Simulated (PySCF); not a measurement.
A made-up structure of BSiH$_{2}$I, closed shell:

Si1  (-0.191, 0.518, -0.563)
B2  (0.404, -0.510, 0.420)
I3  (1.556, -1.523, 1.036)
H4  (-1.358, -0.242, -1.204)
H5  (-0.411, 1.757, 0.312)
(Å)

It is relaxed with PBE-D4/def2-SVP and then PBE0-D4/def2-TZVP (PySCF 2.14 with density fitting (its default auxiliary sets; JK sets also for MP2 and CCSD(T))). Atoms count as bonded within 1.22 times the sum of their covalent radii (H–H: 0.88 Å). The end point is not checked to be a true minimum.

**Question.** Does its bonding change? (A judgement: the text doesn't fix the answer.)

**Answer.** Computed: No: no bond forms or breaks.

Where it ends: The first stage lowers the energy by 4.96 eV in 18 steps. It ends as BSiH₂I ([SiH2][B][I]):
| atom | x (Å) | y (Å) | z (Å) |
| --- | --- | --- | --- |
| Si1 | -0.5419 | 0.5889 | -0.4802 |
| B2 | 0.6459 | -0.6244 | 0.2789 |
| I3 | 2.3040 | -1.7600 | 0.6158 |
| H4 | -1.7672 | -0.0976 | -0.9689 |
| H5 | -0.8329 | 1.7095 | 0.4537 |

Labels in which every atom is bracketed show which atoms are joined, not bond orders.

For scale, one of the runs: PBE0-D4/def2-TZVP relaxation, 130 basis functions, launched by `OMP_NUM_THREADS=2 python run.py`. Hardware: 2 CPU threads of an Arm Neoverse V1, shared host. Wall time 62 s; peak host memory 1.3 GiB.
